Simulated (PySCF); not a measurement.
NMP (C5H9NO), SMILES CN1CCCC1=O.

Coordinates come from a PBE-D3(BJ)/def2-SVP optimisation. One conformer was computed; it need not be the lowest.

Level of theory: PySCF 2.14.0 with PBE-D3(BJ)/def2-SVP.

No scaling factor is applied to the harmonic values.

| mode | ν (cm⁻¹) | IR (km/mol) | moving atoms (share of kinetic energy) |
|---|---|---|---|
| 1 | 155 | 3.5 | C 44 %, H 34 %, O 22 % |
| 2 | 158 | 0.6 | H 40 %, C 36 %, N 21 % |
| 3 | 176 | 0.2 | H 84 %, N 10 % |
| 4 | 217 | 1.9 | H 55 %, N 28 %, C 16 % |
| 5 | 301 | 6.7 | C 42 %, H 28 %, O 26 % |
| 6 | 466 | 5.7 | C 36 %, O 34 %, H 17 %, N 13 % |
| 7 | 540 | 2.9 | C 43 %, H 41 %, O 9 % |
| 8 | 604 | 2.0 | C 62 %, H 25 % |
| 9 | 647 | 7.6 | C 64 %, O 18 %, H 14 % |
| 10 | 736 | 1.2 | C 44 %, H 36 %, O 19 % |
| 11 | 836 | 8.8 | C 50 %, H 45 % |
| 12 | 877 | 1.7 | H 65 %, C 30 % |
| 13 | 920 | 2.0 | C 58 %, H 41 % |
| 14 | 976 | 6.6 | H 51 %, C 39 % |
| 15 | 1017 | 3.8 | C 49 %, H 48 % |
| 16 | 1039 | 4.0 | H 59 %, C 40 % |
| 17 | 1092 | 32.7 | C 48 %, H 47 % |
| 18 | 1100 | 5.8 | H 72 %, C 25 % |
| 19 | 1141 | 3.5 | H 68 %, C 26 % |
| 20 | 1173 | 8.4 | H 62 %, C 37 % |
| 21 | 1194 | 6.4 | H 79 %, C 17 % |
| 22 | 1244 | 0.2 | H 65 %, C 29 % |
| 23 | 1267 | 44.5 | H 54 %, C 34 %, N 12 % |
| 24 | 1282 | 19.7 | H 45 %, C 34 %, N 20 % |
| 25 | 1301 | 12.1 | H 38 %, N 31 %, C 29 % |
| 26 | 1363 | 16.3 | H 80 %, C 17 % |
| 27 | 1386 | 42.1 | H 80 %, C 13 % |
| 28 | 1395 | 53.0 | H 59 %, C 21 %, N 20 % |
| 29 | 1415 | 9.3 | H 97 % |
| 30 | 1417 | 10.7 | H 91 %, C 9 % |
| 31 | 1438 | 13.5 | H 84 %, C 10 % |
| 32 | 1470 | 30.8 | H 73 %, N 16 %, C 10 % |
| 33 | 1785 | 341.8 | C 67 %, O 31 % |
| 34 | 2904 | 64.2 | H 94 % |
| 35 | 2936 | 66.6 | H 97 % |
| 36 | 2985 | 35.5 | H 92 %, C 8 % |
| 37 | 2987 | 1.8 | H 94 % |
| 38 | 3003 | 40.8 | H 94 % |
| 39 | 3006 | 19.3 | H 91 %, C 9 % |
| 40 | 3061 | 13.4 | H 91 %, C 9 % |
| 41 | 3070 | 10.0 | H 91 %, C 9 % |
| 42 | 3076 | 0.4 | H 91 %, C 9 % |
